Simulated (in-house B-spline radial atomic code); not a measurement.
Settings and results of a run for Mo III (Mo2+). Level of theory: Dirac-Hartree-Fock, average of configuration, Fermi nucleus of rms radius 4.4091 fm, inside a hard spherical wall at 8.56 bohr; calculated with an all-electron radial atomic-structure program (B-spline basis).

Command:
```bash
python run_scf.py task.json out
```
Settings (nuclear radius in fm, mass in u):
```
Z                42
configuration    [Kr] 4d4
hamiltonian      dirac
method           hf
spin_polarised   False
nucleus          fermi
rms_radius       4.4091
atomic_mass      97.9054
speed_of_light   137.035999084
wall_radius      8.56
```

Output (hartree, bohr):
```
 radial grid: 65 intervals, B-splines of order 8, outer radius 8.56 bohr

 iter        energy (Eh)    residual
    1       -4041.472971    5.34e-01
    2       -4045.114198    1.82e-01
    3       -4046.330155    4.90e-02
    4       -4046.423869    1.27e-02
    5       -4046.430252    6.92e-03
    6       -4046.431884    1.10e-03
    7       -4046.431909    1.46e-04
    8       -4046.431910    3.66e-05
    9       -4046.431910    1.12e-06
   10       -4046.431910    1.25e-07

 total energy                     -4046.43191
 kinetic                            4196.7954
 electron-nucleus                  -9753.2218
 electron-electron                  1509.9945

 first-order corrections (not in the total)
   Gaunt                             2.6936
   retardation                      -0.2670
   frequency dependence             -0.0169
   self-energy                       1.8093
   Uehling                          -0.2069
   Wichmann-Kroll                    0.0031

 orbital      occ     eigenvalue          <r>       <r^2>       <1/r>     <1/r^3>     <1/r^2>       r_max    small
 1s1/2      2.000      -740.1476    0.0351559  0.00166789      43.552           -     4004.66     0.02288  2.35e-02
 2s1/2      2.000      -107.8958     0.153054   0.0276841     9.93866           -     439.395      0.1295  4.84e-03
 2p1/2      2.000       -98.9658     0.130838   0.0210174     9.87885           -     141.525       0.101  4.81e-03
 2p3/2      4.000       -95.0250     0.135362   0.0223697     9.41166     2390.24     120.744      0.1048  4.65e-03
 3s1/2      2.000       -20.1445     0.425966    0.207806     3.40906           -      80.029      0.3825  1.30e-03
 3p1/2      2.000       -16.6925      0.42139    0.206613     3.29988           -     25.5044      0.3707  1.24e-03
 3p3/2      4.000       -16.0193     0.431378    0.216325     3.19066     401.912     21.9335      0.3797  1.20e-03
 3d3/2      4.000        -9.9513     0.412049    0.203763     2.98718     58.0247     11.3659       0.322  1.07e-03
 3d5/2      6.000        -9.8254     0.415446    0.206987      2.9584      55.375     11.1088      0.3247  1.06e-03
 4s1/2      2.000        -3.6108      1.11237     1.39958     1.21322           -     12.8078      0.9906  2.73e-04
 4p1/2      2.000        -2.5212      1.21465     1.68553     1.09808           -     3.80454       1.056  2.31e-04
 4p3/2      4.000        -2.4232      1.24211     1.76241     1.06855     53.1822     3.30131       1.079  2.22e-04
 4d3/2      1.600        -0.9685      1.70682     3.45407    0.769223     4.26877     1.11826       1.343  1.24e-04
 4d5/2      2.400        -0.9601      1.72191     3.51449    0.761664     4.04352     1.09039       1.355  1.22e-04
```

Time taken, with all properties: 0.94 s on 1 thread of Arm Neoverse V2, on a shared host.

For the Dirac Hamiltonian the kinetic term is c α·p + (β - 1)c².
